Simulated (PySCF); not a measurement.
W(O)2(OH)(NH2) (H3NO3W), SMILES [NH2][W](=[O])(=[O])[OH], multiplicity 1.

Geometry optimised at B3LYP-D3(BJ)/def2-SVP. The geometry has at least one imaginary mode, so it is a saddle point at that level. The spin state was assumed, not searched. The structure was generated by enumeration; whether it is a known compound was not checked. The def2 effective core potentials stand for the cores of W; spin–orbit coupling is left out. Other conformers were not sampled.

Level of theory: PBE/def2-TZVP in PySCF.

Isolated molecule, no solvent.

Q: Estimate the frontier levels, gap, dipole moment and polarisability. (An estimate is asked for; the answer gives what the named calculation found.)

A: 
The highest occupied level comes out as -7.07 eV. The lowest empty level is -2.18 eV, the orbital gap comes out as 4.89 eV and the dipole moment comes out as 3.11 D. The quadrupole, principal values (traceless, Buckingham form, about the centre of nuclear charge) comes out as -9.22, -8.27, 17.49 D·Å. The mean static polarisability is 55.4 bohr³ (8.21 Å³) and the polarisability, principal values comes out as 51.6, 53.8, 60.9 bohr³.
